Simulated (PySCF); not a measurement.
CH₅BrInN, SMILES [CH3][In]([NH2])[Br].

Geometry: B3LYP-D3(BJ)/def2-SVP. The structure was generated by enumeration; whether it is a known compound was not checked. The def2 effective core potentials stand for the cores of In; spin–orbit coupling is left out. The values are those of a single conformer.

The numbers are results of C-PCM-M06-2X/def2-SVP in PySCF, not measurements.

The values are the electrostatic part of the solvation free energy, E(continuum) − E(gas) at the gas-phase geometry, in a cavity of scaled van der Waals radii (PySCF's table); cavitation and dispersion terms are not included. A continuum can't describe solvent molecules that bind to the metal. In vacuum the orbital gap is 8.03 eV. The dipole moment in vacuum is 3.68 D.

Computed values in water (ε = 78.36), methanol (ε = 32.61), chloroform (ε = 4.71):
```json
[
 {"solvent": "water", "ε": "78.36", "ΔG(elec) (kcal/mol)": "-8.4", "dipole (D)": "4.79", "gap (eV)": "8.37"},
 {"solvent": "methanol", "ε": "32.61", "ΔG(elec) (kcal/mol)": "-8.2", "dipole (D)": "4.77", "gap (eV)": "8.36"},
 {"solvent": "chloroform", "ε": "4.71", "ΔG(elec) (kcal/mol)": "-6.5", "dipole (D)": "4.52", "gap (eV)": "8.30"}
]
```
